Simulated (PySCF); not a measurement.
C2H4N2OSi, SMILES O[SiH]1N=CC=N1. Heavy atoms are numbered as in [OH:1][SiH:2]1[N:3]=[CH:4][CH:5]=[N:6]1. Hydrogens are named by the atom that carries them.

Geometry optimised at r2SCAN-D4/def2-SVP. This is a generated structure with no PubChem entry under its InChIKey; it may be hypothetical. Other conformers were not sampled.

These are PBE/pcSseg-1 in PySCF values and carry that method's errors.

GIAO shieldings, no solvent; atoms alike by connectivity are averaged. δ = σ(ref) − σ: ¹⁷O against H2O (σ = 334.3 ppm); ²⁹Si against TMS (σ = 335.4 ppm); ¹⁵N against NH3 (σ = 267.0 ppm); ¹³C against TMS (σ = 182.0 ppm); ¹H against TMS (σ = 31.49 ppm), references at their B3LYP-D3(BJ)/def2-TZVP geometries, non-relativistic.

Computed chemical shifts:
```
nucleus      atoms  count  δ (ppm)
-------  ---------  -----  -------
¹⁷O        O1 (OH)      1     40.9
²⁹Si     Si2 (SiH)      1      8.1
¹⁵N             N3      2    423.3
¹³C        C4 (CH)      2    175.9
¹H         H on C4      2     8.62
¹H        H on Si2      1     5.51
¹H         H on O1      1     1.83
```
